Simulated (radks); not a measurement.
Results of a calculation; reference values are marked as such.
Problem. Species: the erbium ion Er+. Configuration: [Xe] 4f12 6s1. Level of theory: scalar-relativistic Kohn-Sham, r2SCAN, spin-polarised, spherical densities, finite nucleus; open shells are filled with parallel spins first (spin-orbit coupling, left out, can overturn this in heavy ions); meta-GGA in the generalised Kohn-Sham scheme; Fermi nuclear charge, rms radius 5.2516 fm (a radial shooting solver on a logarithmic mesh with Libxc functionals). Some entries of the table are withheld. Estimate them.

| orbital | occ. | eigenvalue (eV) | <1/r> (bohr^-1) |
|---|---|---|---|
| 1s up | 1 | -57450.78 | 77.54 |
| 1s down | 1 | -57450.77 | 77.54 |
| 2s up | 1 | -9680.132 | 18.07 |
| 2s down | 1 | -9680.125 | 18.07 |
| 2p up | 3 | -8559.418 | 16.67 |
| 2p down | 3 | -8559.406 | 16.67 |
| 3s up | 1 | -2183.108 | 6.673 |
| 3s down | 1 | -2181.996 | 6.675 |
| 3p up | 3 | -1840.467 | 6.227 |
| 3p down | 3 | -1839.353 | 6.230 |
| 3d up | 5 | -1411.138 | 5.893 |
| 3d down | 5 | -1410.281 | 5.896 |
| 4s up | 1 | -441.4452 | 2.805 |
| 4s down | 1 | -439.0786 | 2.804 |
| 4p up | 3 | -328.2455 | 2.568 |
| 4p down | 3 | -325.8936 | 2.568 |
| 4d up | 5 | -175.9368 | 2.267 |
| 4d down | 5 | -173.5850 | 2.266 |
| 5s up | 1 | -60.4549 | 1.057 |
| 5s down | 1 | -59.3906 | 1.047 |
| 5p up | 3 | (1) | 0.8777 |
| 5p down | 3 | (2) | 0.8709 |
| 4f up | 7 | -10.4773 | 1.656 |
| 6s up | 1 | (3) | (4) |
| 4f down | 5 | -8.3826 | 1.635 |
| 6s down | 0 | (5) | (6) |

Solution. 
(1) 5p up eigenvalue (eV): -34.2402
(2) 5p down eigenvalue (eV): -33.5118
(3) 6s up eigenvalue (eV): -9.5624
(4) 6s up <1/r> (bohr^-1): 0.3419
(5) 6s down eigenvalue (eV): -7.8195
(6) 6s down <1/r> (bohr^-1): 0.3294
